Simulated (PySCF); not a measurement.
## Li⁺: ionisation energy

Li⁺ 1s2 (1S) → Li²⁺ 1s1 (2S), as a difference of total energies. All numbers are calculated (PySCF 2.14, the spin-free X2C one-electron Hamiltonian (Gaussian nucleus), in Sapporo-DZP-2012 (5s2p, 11 functions)). Correlated levels: valence: nothing frozen. The calculations carry no spin-orbit coupling.

| method | ionisation energy (eV) |
| --- | --- |
| UHF | 74.468 |
| M06-2X | 75.852 |
| M06-L | 75.908 |
| MP2 (valence) | 75.320 |
| SCS-MP2 (valence) | 75.490 |
| CCSD (valence) | 75.452 |

Errors of the correlated levels include the incompleteness of this basis.

With two correlated electrons CCSD is exact in that space.

Problem. Which method comes closest to the reference value, and which is furthest?

Solution. The reference is 75.640 eV (theoretical estimate listed by NIST; NIST Atomic Spectra Database, ionization energies). Closest: SCS-MP2 (valence) (error -0.150 eV); furthest: UHF (error -1.172 eV).
